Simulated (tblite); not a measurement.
Isomers of C5H8O4Si. Computed with GFN2-xTB (tblite): harmonic, unscaled wavenumbers at the GFN2-xTB geometry, gas phase. This tight-binding method is rough: wavenumbers can miss measured ones by several per cent, in bad cases by 10 to 20. Modes of hydrogen on silicon can be 10 to 20 % off. One conformer each.

Electronic energies: GFN2-xTB at the same geometries; isomer energies are rough at this level and their order can be wrong.

```
                         SMILES  electronic energy, lowest = 0 (kcal/mol)
C=C[C@@H]1O[SiH2]O[C@@H](C=O)O1                                       0.0
        O=C(O[SiH3])C(=O)OC1CC1                                       9.3
         C=CCOC(=O)C(=O)O[SiH3]                                      16.6
```

Task: How do GFN2-xTB zero-point energies change the relative energies?

Result: 
```csv
SMILES,ZPE (kcal/mol),of it from modes above 1550 cm⁻¹,electronic (kcal/mol),"with ZPE, lowest = 0 (kcal/mol)",lowest mode (cm⁻¹),rings
C=C[C@@H]1O[SiH2]O[C@@H](C=O)O1,77.7,37.2,0.0,0.0,38,1
O=C(O[SiH3])C(=O)OC1CC1,76.3,37.2,9.3,7.9,10,1
C=CCOC(=O)C(=O)O[SiH3],75.3,39.3,16.6,14.2,17i,0
```

The zero-point energies span 2.4 kcal/mol, from `C=CCOC(=O)C(=O)O[SiH3]` to `C=C[C@@H]1O[SiH2]O[C@@H](C=O)O1`. Slightly imaginary modes are left out of the zero-point energy: `C=CCOC(=O)C(=O)O[SiH3]` 17.1i cm⁻¹. The order is unchanged.
